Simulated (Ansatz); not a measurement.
C$_{3}$H$_{10}$Sn (`C[CH](C)[SnH3]`). Charge 0, multiplicity 1. Correlated methods include outer-core shells of Sn, which these sets cover unevenly. Sn takes the def2 core potential.

Z-matrix (Å, degrees):
```
C
C 1 1.521
H 1 1.093 2 112.3
H 1 1.097 2 110.7 3 -120.2
H 1 1.095 2 111.5 3 120.9
C 2 1.521 1 111.8 3 177.5
Sn 2 2.162 1 110.8 3 -58.4
H 2 1.095 1 109.0 3 56.9
H 6 1.095 2 111.5 1 61.7
H 6 1.096 2 110.7 1 -57.3
H 6 1.093 2 112.3 1 -177.5
H 7 1.713 2 109.0 1 -62.7
H 7 1.712 2 110.7 1 177.8
H 7 1.712 2 110.7 1 56.9
```

Question: Give the diagnostics of a CCSD(T)/def2-TZVPP run (frozen core, Ansatz). (Best estimate.)

Answer: The calculation gave: T1 = 0.0113, largest single amplitude 0.015, largest double 0.027, (T) share of the correlation energy 3.3 %, 8 CCSD cycles. The RHF solution is stable towards an unrestricted one. T1 lies under the customary mark of 0.02 for closed shells.
